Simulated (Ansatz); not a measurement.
**A geometry optimisation of C4H8AlCl with PBE-D3(BJ)/def2-SVP**

The starting geometry of this gas-phase singlet was optimised with GFN2-xTB; its bonds are those of `C=C[CH2][Al]([CH3])[Cl]`.

```xyz
14

C     2.2145   -1.7673   -0.0342
C     1.0764   -2.0420    0.5841
C     0.2703   -1.0642    1.3602
C    -1.4569   -0.6669   -1.6864
Al   -1.2503   -0.3120    0.2603
Cl   -2.5881    0.8662    1.2421
H     2.6518   -0.7823   -0.0006
H     2.7540   -2.5103   -0.5962
H     0.6661   -3.0429    0.5214
H    -0.1332   -1.5372    2.2657
H     0.9065   -0.2342    1.6967
H    -2.3297   -1.2933   -1.8984
H    -0.5872   -1.1775   -2.1044
H    -1.6028    0.2562   -2.2571
```

**Question.** Where would you expect an optimisation with PBE-D3(BJ)/def2-SVP to take it?

**Answer.** A new bond forms, giving a structure given below by its coordinates. Contacts that close: C2–Al5 (2.92 → 2.23 Å).

The energy falls by 0.33 eV over 55 steps:

```csv
step,E − E(last) (eV)
1,0.334
7,0.146
13,0.146
19,0.145
25,0.145
31,0.143
37,0.136
43,0.088
49,0.010
55,0.000
```

Final geometry (Å):

```
atom    x (Å)    y (Å)    z (Å)
   C   1.2744  -2.2789  -0.1869
   C   0.9562  -1.8137   1.0705
   C   0.5875  -0.4292   1.3988
   C  -0.9889  -0.1978  -1.6683
  Al  -0.8782  -0.9760   0.1234
  Cl  -2.5117  -2.1177   0.9005
   H   1.5702  -1.5957  -1.0013
   H   1.3668  -3.3571  -0.3810
   H   0.7189  -2.5770   1.8356
   H   0.4012  -0.2185   2.4630
   H   1.1761   0.3593   0.8916
   H  -1.2410  -0.9682  -2.4248
   H  -0.0452   0.2974  -1.9745
   H  -1.7950   0.5653  -1.6936
```

No frequencies were run, so the end isn't proven a minimum. Run with Ansatz 0.2.0, 55 s on 4 threads of Arm Neoverse V2, on a shared host.
